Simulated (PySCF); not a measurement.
## Bi: excitation energy

Bi [Xe] 4f14 5d10 6s2 6p3 (4S) → Bi [Xe] 4f14 5d10 6s2 6p2 7s1 (4P), as a difference of total energies. All numbers are calculated (PySCF 2.14, scalar relativity through the core potential, in aug-cc-pVTZ-PP with one added diffuse shell each of d, f type with ECP60MDF (6s5p5d3f, 67 functions)). Correlated levels: valence: 5s2 5p6 5d10 frozen. The calculations carry no spin-orbit coupling.

```json
{"method": "UHF", "excitation energy (eV)": "5.225"}
{"method": "MP2 (valence)", "excitation energy (eV)": "5.327"}
{"method": "SCS-MP2 (valence)", "excitation energy (eV)": "5.305"}
{"method": "CCSD (valence)", "excitation energy (eV)": "5.306"}
{"method": "CCSD(T) (valence)", "excitation energy (eV)": "5.309"}
```

Problem. How much does correlation contribute at CCSD(T) (valence)?

Solution. 5.309 − (5.225) = 0.084 eV, measured against UHF.

Spin-orbit coupling is strong in these open shells (close to jj coupling). The scalar numbers leave it out and a first-order estimate fails, so it can dominate the gap to the real levels.

The promoted electron is Rydberg-like, and one or two diffuse shells describe it only roughly, which tends to raise the upper state.
